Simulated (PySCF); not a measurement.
BrFH₄N₂Si, SMILES F[Si](N)(N)Br. Atoms are numbered in the order given.

```xyz
9

N     -1.6691    -1.2192     0.7543
Si    -0.1299    -0.5025     0.6432
N      1.0678    -1.6991     0.5279
F     -0.0356     0.4747     1.9378
Br     0.2203     0.8511    -1.0825
H     -1.9663    -1.9052     0.0696
H     -2.4496    -0.6967     1.1368
H      1.0896    -2.4826     1.1714
H      1.9631    -1.5155     0.0911
```
Charge 0, spin multiplicity 1.

Geometry optimised at ωB97X-D3(BJ)/def2-SVP. The structure was generated by enumeration, and PubChem lists no compound with its InChIKey, so it may never have been made. The values are those of a single conformer.

Two levels are set side by side: PBE/pcSseg-1 (PySCF) and PBE0/pcSseg-1 (PySCF). GIAO shifts against CFCl3 (¹⁹F), NH3 (¹⁵N), TMS (²⁹Si), TMS (¹H) at the same level; non-relativistic, no solvent, atoms listed together averaged. Without spin–orbit terms, shifts of atoms bonded to Cl or Br come out too high at both levels. Differences are taken from unrounded values.

```json
[
 {"quantity": "δ(²⁹Si) of Si2 (ppm)", "PBE0": "-24.0", "PBE": "-24.2", "PBE minus PBE0": "-0.2"},
 {"quantity": "δ(¹⁹F) of F4 (ppm)", "PBE0": "-122.5", "PBE": "-136.5", "PBE minus PBE0": "-13.9"}
]
```

Rough cost on one machine, each run with all the roots and properties that it gave: PBE0 against PBE within a factor of 2.
